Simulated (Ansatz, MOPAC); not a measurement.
System: H3Se, charge 1, multiplicity 1. SMILES: [SeH3+]

Atoms: Se1, H2, H3, H4. Bonds: Se1-H2, Se1-H3, Se1-H4.

Bond lengths (Å) and angles (degrees) optimised at MNDO with MOPAC; HF/STO-3G with Ansatz (an electronic-structure program); MP2/6-31G* with LANL2DZ past Ar with Ansatz, each started from the B3LYP-D3(BJ)/def2-TZVP structure (Ansatz) of the last column. A row stands for all coordinates that are equal there. 6-31G* holds six Cartesian d functions. No wavenumbers were computed at MNDO, HF/STO-3G, MP2/6-31G* with LANL2DZ past Ar, so these may be saddle points.

```tsv
coordinate	MNDO	HF/STO-3G	MP2/6-31G* with LANL2DZ past Ar	B3LYP-D3(BJ)/def2-TZVP
Se1-H2	1.339	1.474	1.481	1.483
H2-Se1-H3	96.5	96.3	95.6	92.6
```

Mean signed difference of all 3 bond lengths from B3LYP-D3(BJ)/def2-TZVP: MNDO -0.145 Å, HF/STO-3G -0.009 Å, MP2/6-31G* with LANL2DZ past Ar -0.002 Å.
